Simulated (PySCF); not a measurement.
A calculated (BLYP, PySCF 2.14, ANO-RCC-VTZP, the spin-free X2C one-electron Hamiltonian (Gaussian nucleus)) atom or ion has these occupied shells.

| shell | electrons | orbital energy (eV) | rms radius, mean of both spins (bohr) |
| --- | --- | --- | --- |
| 1s β | 1 | -40182.9 | 0.0280 |
| 1s α | 1 | -40182.9 | 0.0280 |
| 2s α | 1 | -6438.7 | 0.114 |
| 2s β | 1 | -6438.6 | 0.114 |
| 2p α | 3 | -5775.0 | 0.102 |
| 2p β | 3 | -5775.0 | 0.102 |
| 3s α | 1 | -1390.0 | 0.298 |
| 3s β | 1 | -1389.8 | 0.298 |
| 3p α | 3 | -1178.2 | 0.297 |
| 3p β | 3 | -1177.9 | 0.297 |
| 3d α | 5 | -873.48 | 0.275 |
| 3d β | 5 | -873.26 | 0.275 |
| 4s α | 1 | -284.47 | 0.677 |
| 4s β | 1 | -283.70 | 0.677 |
| 4p α | 3 | -215.08 | 0.719 |
| 4p β | 3 | -214.30 | 0.719 |
| 4d α | 5 | -114.41 | 0.802 |
| 4d β | 5 | -113.63 | 0.802 |
| 5s α | 1 | -44.565 | 1.61 |
| 5s β | 1 | -43.654 | 1.61 |
| 5p α | 3 | -27.386 | 1.89 |
| 5p β | 3 | -26.411 | 1.89 |
| 4f α | 1 | -9.705 | 1.30 |
| 5d α | 2 | -7.816 | 3.12 |

Problem. Name the element and its charge.

Solution. Ce⁺ (cerium, charge +1), in [Xe] 4f1 5d2, one real determinant.
